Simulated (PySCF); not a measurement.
fluorine atom (F), doublet.

The PySCF input:
```python
from pyscf import gto, scf

mol = gto.M(
    atom='''
F     0.000000    0.000000    0.000000
''',
    basis='def2-sv(p)',
    charge=0,
    spin=1,
    verbose=4,
)

mf = scf.UHF(mol)
mf.kernel()
mf.analyze()
```

What dipole moment does PySCF with HF/def2-SV(P) give?

0.00 D

What number of basis functions does HF/def2-SV(P) give?

14

What is the computed <S^2> (HF/def2-SV(P))?

0.752

Predict the total energy from HF/def2-SV(P).

-99.2841 Eh

What HOMO energy does HF/def2-SV(P) give?

-18.30 eV

These values belong to the state on which the SCF converged, which isn't shown to be the lowest.
